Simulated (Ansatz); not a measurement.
CH5B2F can be A, `BCBF`, or B, `CBBF`.

Calculated with Ansatz (gas phase, PBE0-D4/def2-TZVP geometries, no zero-point term in ΔE). CCSD(T)/CBS is the MP2 limit (def2-TZVPP, def2-QZVPP) plus CCSD(T) − MP2 in def2-TZVPP, frozen cores. DFT in def2-TZVPP. B3LYP here is the variant with VWN-RPA as its local correlation; programs differ in this. One conformer a species, not always the lowest.

**Question.** Which isomer does CCSD(T)/CBS put lower? Give the gap. (An estimate is asked.)

**Answer.** Ansatz gave: A, by 48.9 kJ/mol.

**Question.** Give E(B) − E(A) in kJ/mol with CCSD(T)/def2-TZVPP, B3LYP, PBE-D4, ωB97M-V, B3LYP-D4, MP2/def2-TZVPP, BLYP-D4. (Estimate.)

**Answer.** Computed: CCSD(T)/def2-TZVPP 49.5, B3LYP 43.6, PBE-D4 42.8, ωB97M-V 50.8, B3LYP-D4 44.8, MP2/def2-TZVPP 55.1, BLYP-D4 42.9. None reverses the order clearly.

**Question.** Does the order hold for the free energy at 298.15 K (harmonic terms from PBE0-D4)? (Best estimate.)

**Answer.** Ansatz gave: Yes: G(B) − G(A) = +49.0 kJ/mol, for one conformer each.

Largest T1 diagnostic: 0.013.

Leaving LDA and LC-ωPBE aside and taking each functional with its dispersion term where it has one, the values spread over 8.0 kJ/mol, from PBE-D4 to ωB97M-V. LDA lies +5.9 kJ/mol from PBE without D4. From BLYP to BHLYP (50 % exact exchange), in def2-TZVPP and without D4, E(B) − E(A) moves by +5.6 kJ/mol.
